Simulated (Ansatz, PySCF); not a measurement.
Dissociation curve of MgC, lowest singlet found (which spin is the ground state isn't settled by this scan).

Computed with: RKS-B3LYP/6-31G* = restricted B3LYP/6-31G*, spherical d (PySCF); RKS-LDA (SVWN5)/6-31G* = restricted LDA (SVWN5)/6-31G*, spherical d (PySCF 2.14.0); RKS-B3LYP/6-311+G** = restricted B3LYP/6-311+G**, spherical d run with PySCF 2.14.0; FCI = full CI/aug-cc-pVDZ, frozen core (Ansatz, an electronic-structure program).

Energies relative to the lowest point of each curve between 1.89 and 2.60 Å, where full CI is lowest, in kJ/mol; the last columns give the difference from FCI:

| R / Å | RKS-B3LYP/6-31G* | RKS-LDA (SVWN5)/6-31G* | RKS-B3LYP/6-311+G** | FCI | RKS-B3LYP/6-31G* − FCI | RKS-LDA (SVWN5)/6-31G* − FCI | RKS-B3LYP/6-311+G** − FCI |
|---|---|---|---|---|---|---|---|
| 1.89 | 24.5 | 19.8 | 26.3 | 32.4 | -7.9 | -12.7 | -6.1 |
| 1.99 | 5.5 | 3.1 | 6.7 | 9.8 | -4.3 | -6.7 | -3.1 |
| 2.04 | 1.2 | 0.0 | 2.0 | 3.9 | -2.7 | -3.9 | -1.9 |
| 2.14 | 0.0 | 1.4 | 0.0 | 0.0 | 0.0 | 1.4 | 0.0 |
| 2.19 | 2.2 | 4.9 | 1.7 | 1.1 | 1.1 | 3.8 | 0.6 |
| 2.24 | 5.7 | 9.8 | 4.6 | 3.7 | 1.9 | 6.1 | 0.9 |
| 2.35 | 16.6 | 24.2 | 14.3 | 13.4 | 3.2 | 10.9 | 0.9 |
| 2.44 | 27.5 | 38.3 | 24.1 | 23.9 | 3.5 | 14.4 | 0.2 |
| 2.60 | 48.2 | 65.5 | 43.0 | 45.3 | 3.0 | 20.2 | -2.2 |
| 2.76 | 68.3 | 92.6 | 61.4 | 66.8 | 1.4 | 25.7 | -5.4 |
| 2.92 | 86.0 | 117.8 | 77.9 | 86.3 | -0.3 | 31.5 | -8.5 |
| 3.16 | 107.5 | 150.5 | 98.2 | 109.4 | -1.9 | 41.1 | -11.1 |
| 3.49 | 127.9 | 184.4 | 118.4 | 128.5 | -0.6 | 55.9 | -10.1 |

RKS-B3LYP/6-31G* is furthest from FCI at 1.89 (-7.9 kJ/mol, below); its mean absolute difference over the points is 2.4 kJ/mol.

RKS-LDA (SVWN5)/6-31G* is furthest from FCI at 3.49 (55.9 kJ/mol, above); its mean absolute difference over the points is 18.0 kJ/mol.

RKS-B3LYP/6-311+G** is furthest from FCI at 3.16 (-11.1 kJ/mol, below); its mean absolute difference over the points is 3.9 kJ/mol.

The scan ran from 1.57 to 7.42 Å; beyond the distances shown full CI changes its symmetry label. The restricted form behind RKS-B3LYP/6-31G*, RKS-LDA (SVWN5)/6-31G*, RKS-B3LYP/6-311+G** keeps the bonding electrons paired and can't separate into open-shell fragments. Also computed but left out beside FCI, since their determinant holds another spin at the minimum (<S²> over 0.7 above the pure value): UHF, UMP2, UCCSD, UCCSD(T), UCCSDT, UCCSDT(Q), UKS-BLYP, UKS-PBE0, UKS-PBE, UKS-B3LYP/6-31G*, UKS-B3LYP/6-311+G**, UHF/LANL2DZ, UKS-LDA (SVWN5)/6-31G*.
